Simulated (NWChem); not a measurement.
System meant: InI₃ cation, doublet; SMILES of the neutral closed-shell parent [I][In]([I])[I]

NWChem input:

```
start job
memory heap 200 mb stack 900 mb global 1100 mb
charge 1
geometry units angstroms noautoz
  In     0.000000     0.000000     0.000000
  I      0.772879    -2.547957     0.000000
  I     -2.593035     0.604646     0.000000
  I      1.820157     1.943311     0.000000
end
basis spherical
  * library def2-svp
end
ecp
  In library def2-ecp
  I library def2-ecp
end
dft
  odft
  mult 3
  xc xpbe96 cpbe96
  iterations 150
  mulliken
end
task dft energy
```

End of the output:

```
 Summary of "ao basis" -> "" (spherical)
 ------------------------------------------------------------------------------
       Tag                 Description            Shells   Functions and Types
 ---------------- ------------------------------  ------  ---------------------
 *                          def2-svp                  on all atoms

 Summary of "ao basis" -> "ao basis" (spherical)
 ------------------------------------------------------------------------------
       Tag                 Description            Shells   Functions and Types
 ---------------- ------------------------------  ------  ---------------------
 In                         def2-svp                10       26   4s4p2d
 I                          def2-svp                10       26   4s4p2d

 Summary of "ao basis" -> "ao basis" (spherical)
 ------------------------------------------------------------------------------
       Tag                 Description            Shells   Functions and Types
 ---------------- ------------------------------  ------  ---------------------
 In                         def2-svp                10       26   4s4p2d
 I                          def2-svp                10       26   4s4p2d

      Symmetry analysis of basis
      --------------------------

        a'         24
        e'+        24
        e'-        24
        a"         12
        e"+        10
        e"-        10

  Rotation of axis
  number of electrons :                   95
  multiplicity        :                    3
 ------------------------------------------------------------------------
  no. of electrons and multiplicity not compatible                  95
 ------------------------------------------------------------------------
 ------------------------------------------------------------------------
  current input line :
    24: task dft energy
 ------------------------------------------------------------------------
 ------------------------------------------------------------------------
 There is an error in the input file
 ------------------------------------------------------------------------
 For more information see the NWChem manual at https://nwchemgit.github.io

0: no. of electrons and multiplicity not compatible:Received an Error in Communication
```

Can this run be used? If not, why, and what is the fix?

The program refused the input. Cause: the multiplicity doesn't fit the number of electrons (an even count wants an odd multiplicity, and the reverse). This input runs:
```
start job
memory heap 200 mb stack 900 mb global 1100 mb
charge 1
geometry units angstroms noautoz
  In     0.000000     0.000000     0.000000
  I      0.772879    -2.547957     0.000000
  I     -2.593035     0.604646     0.000000
  I      1.820157     1.943311     0.000000
end
basis spherical
  * library def2-svp
end
ecp
  In library def2-ecp
  I library def2-ecp
end
dft
  odft
  mult 2
  xc xpbe96 cpbe96
  iterations 150
  mulliken
end
task dft energy
```
It converges to -1083.03284 Ha (PBE/def2-SVP with def2 effective core potentials on In, I, spin-unrestricted).
